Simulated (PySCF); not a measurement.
HSi, SMILES [SiH] (connectivity only; charge and spin as stated), charge +1, multiplicity 1. Geometry: r2SCAN-D4/def2-TZVPD.

TDA-B3LYP/def2-TZVPD (PySCF) puts the lowest singlet excitations at 3.41, 3.41, 9.76, 9.85, 9.85, 10.68 eV.

What are the lowest excitation roots from ADC(3)/aug-cc-pVDZ run with PySCF? (The exact figures need the calculation; the answer reports its results.)

3.20, 3.20, 6.93, 9.24, 9.24, 9.91 eV. S1 differs by -0.21 eV (second minus first; roots are paired by order, and the bases may differ).
